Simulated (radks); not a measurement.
Values are calculated unless marked as measured or tabulated.
All-electron atom: Gd III in [Xe] 4f6 5d1 6p1 (not the ground configuration). Level of theory: Dirac Kohn-Sham, LDA (Slater exchange, Perdew-Wang correlation), spin-unpolarised, spherical densities, finite nucleus; open shells fill j = l - 1/2 first; Fermi nuclear charge, rms radius 5.1569 fm (a radial shooting solver on a logarithmic mesh with Libxc functionals).

Normalised radial functions P(r) = r R(r) (large component), r in bohr:

| r | 5s1/2 | 5d3/2 | 5d5/2 |
|---|---|---|---|
| 0.002658 | 0.0947 | 0.0001 | 0.0000 |
| 0.003095 | 0.1049 | 0.0001 | 0.0000 |
| 0.003603 | 0.1155 | 0.0001 | 0.0001 |
| 0.004194 | 0.1263 | 0.0002 | 0.0001 |
| 0.004883 | 0.1370 | 0.0003 | 0.0002 |
| 0.005684 | 0.1471 | 0.0004 | 0.0003 |
| 0.006617 | 0.1560 | 0.0006 | 0.0004 |
| 0.007703 | 0.1629 | 0.0008 | 0.0006 |
| 0.00904 | 0.1670 | 0.0012 | 0.0009 |
| 0.01052 | 0.1667 | 0.0018 | 0.0014 |
| 0.01225 | 0.1609 | 0.0027 | 0.0022 |
| 0.01426 | 0.1483 | 0.0040 | 0.0033 |
| 0.0166 | 0.1273 | 0.0058 | 0.0049 |
| 0.01933 | 0.0970 | 0.0085 | 0.0072 |
| 0.0225 | 0.0566 | 0.0123 | 0.0106 |
| 0.0262 | 0.0065 | 0.0176 | 0.0155 |
| 0.0305 | -0.0517 | 0.0249 | 0.0223 |
| 0.03551 | -0.1145 | 0.0349 | 0.0316 |
| 0.04133 | -0.1761 | 0.0482 | 0.0441 |
| 0.04851 | -0.2305 | 0.0663 | 0.0613 |
| 0.05647 | -0.2618 | 0.0879 | 0.0821 |
| 0.06574 | -0.2623 | 0.1137 | 0.1072 |
| 0.07653 | -0.2230 | 0.1428 | 0.1357 |
| 0.08909 | -0.1398 | 0.1730 | 0.1659 |
| 0.1037 | -0.0173 | 0.2007 | 0.1942 |
| 0.1207 | 0.1280 | 0.2206 | 0.2155 |
| 0.1406 | 0.2678 | 0.2260 | 0.2232 |
| 0.1636 | 0.3648 | 0.2097 | 0.2101 |
| 0.1905 | 0.3820 | 0.1658 | 0.1701 |
| 0.2236 | 0.2879 | 0.0873 | 0.0959 |
| 0.2603 | 0.0957 | -0.0137 | -0.0017 |
| 0.303 | -0.1572 | -0.1286 | -0.1147 |
| 0.3527 | -0.4003 | -0.2379 | -0.2245 |
| 0.4106 | -0.5505 | -0.3177 | -0.3075 |
| 0.478 | -0.5417 | -0.3452 | -0.3409 |
| 0.5565 | -0.3525 | -0.3055 | -0.3090 |
| 0.6479 | -0.0191 | -0.1970 | -0.2088 |
| 0.7542 | 0.3762 | -0.0317 | -0.0509 |
| 0.878 | 0.7334 | 0.1669 | 0.1428 |
| 1.022 | 0.9694 | 0.3697 | 0.3439 |
| 1.2 | 1.0428 | 0.5559 | 0.5320 |
| 1.396 | 0.9569 | 0.6826 | 0.6638 |
| 1.626 | 0.7694 | 0.7464 | 0.7347 |
| 1.893 | 0.5447 | 0.7446 | 0.7408 |
| 2.203 | 0.3387 | 0.6846 | 0.6880 |
| 2.565 | 0.1834 | 0.5819 | 0.5909 |
| 2.986 | 0.0854 | 0.4567 | 0.4687 |
| 3.476 | 0.0337 | 0.3288 | 0.3413 |
| 4.047 | 0.0109 | 0.2146 | 0.2255 |
| 4.711 | 0.0029 | 0.1248 | 0.1329 |
| 5.529 | 0.0005 | 0.0609 | 0.0658 |
| 6.436 | 0.0001 | 0.0261 | 0.0287 |
| 7.493 | 0.0000 | 0.0093 | 0.0104 |
| 8.723 | 0.0000 | 0.0027 | 0.0030 |
| 10.15 | 0.0000 | 0.0006 | 0.0007 |
| 11.82 | 0.0000 | 0.0001 | 0.0001 |

5s1/2: eigenvalue -71.047 eV, 4 radial nodes at r = 0.0267, 0.106, 0.276, 0.653 bohr, <r> = 1.30 bohr, 90 % of the charge inside 1.87 bohr. 5d3/2: eigenvalue -19.877 eV, 2 radial nodes at r = 0.255, 0.774 bohr, <r> = 2.13 bohr, 90 % of the charge inside 3.24 bohr. 5d5/2 (empty): eigenvalue -19.410 eV, 2 radial nodes at r = 0.260, 0.786 bohr, <r> = 2.17 bohr, 90 % of the charge inside 3.30 bohr.
